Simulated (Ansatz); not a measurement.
Geometry optimisation, Ansatz 0.2.0, RKS PBE/6-31G*.

The input (input.yaml):

```yaml
crystal:
  periodic: [false, false, false]
  atoms:
    - { symbol: F, position_ang: [-1.7393, 0.8703, 0.0639] }
    - { symbol: Si, position_ang: [-0.1973, 0.7228, -0.0206] }
    - { symbol: C, position_ang: [0.1457, -1.1004, 0.0117] }
    - { symbol: S, position_ang: [1.835, -1.6128, -0.0378] }
    - { symbol: H, position_ang: [0.283, 1.3572, -1.2942] }
    - { symbol: H, position_ang: [0.3997, 1.4642, 1.1357] }
    - { symbol: H, position_ang: [-0.6655, -1.7693, 0.0957] }
basis:
  gaussian: { orbitals: "6-31G*" }
hamiltonian:
  xc: pbe
relax:
  f_tol: 0.02
  max_steps: 50
```

Command:

```bash
$ ansatz run input.yaml --threads 1 --pin off --max-ram 2048MiB --backend cpu --events-out ev --progress --plain --runs-dir out
```

Where does it end, and by what steps?

The run converged. After 5 steps the energy has fallen by 0.456 eV; H7 moved furthest, 0.17 Å.

| step | energy less start (eV) | largest force component (eV/Å) | accepted |
| --- | --- | --- | --- |
| 0 | 0.0000 | 4.679 | yes |
| 1 | -0.3424 | 2.068 | yes |
| 2 | -0.3617 | 1.155 | yes |
| 3 | -0.3830 | 1.135 | yes |
| 4 | -0.4410 | 0.329 | yes |
| 5 | -0.4557 | 0.013 | yes |

```xyz
7
Properties=species:S:1:pos:R:3
F -1.819 1.007 0.107
Si -0.218 0.747 -0.019
C 0.185 -1.104 0.017
S 1.770 -1.522 0.048
H 0.262 1.291 -1.330
H 0.479 1.399 1.133
H -0.597 -1.885 -0.001
```

Whether the end is a true minimum wasn't checked by a vibrational analysis.

The run took 16 s on 1 thread of Arm Neoverse V2, with other jobs on the host, peak memory 0.16 GiB.
